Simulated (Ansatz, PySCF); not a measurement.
thiadiazoloquinoxaline (C₈H₄N₄S), SMILES c1cnc2cc3nsnc3cc2n1.

Coordinates come from a PBE0-D3(BJ)/def2-SVP optimisation.

Vertical ionisation energy (IE) and electron affinity (EA) in eV. Rows of orbital energies are one-electron estimates. Where ΔSCF, EOM or ADC give a negative EA the extra electron is unbound and the value depends on the basis.

```
level                                                                 IE    EA
------------------------------------------------------------------  ----  ----
−ε(HOMO), −ε(LUMO), r2SCAN/def2-SVP (PySCF)                         6.16  3.93
−ε(HOMO), −ε(LUMO), PBE/def2-SVP (PySCF)                            5.76  3.85
ΔSCF, PBE/def2-SVPD (Ansatz), final states of multiplicity 2 and 2   ___   ___
```

### Question
Some entries are withheld; supply them. (An estimate is asked for; the answer gives what the named calculation found.)

### Answer

- ΔSCF, PBE/def2-SVPD (Ansatz, a program for electronic structure), final states of multiplicity 2 and 2, IE: 8.39
- ΔSCF, PBE/def2-SVPD (Ansatz), final states of multiplicity 2 and 2, EA: 1.85

### Question
What vertical singlet–triplet gap does ΔSCF give with PBE/def2-SVPD (Ansatz)? (The exact figures need the calculation; the answer reports its results.)

### Answer
1.78 eV (triplet above singlet where positive).
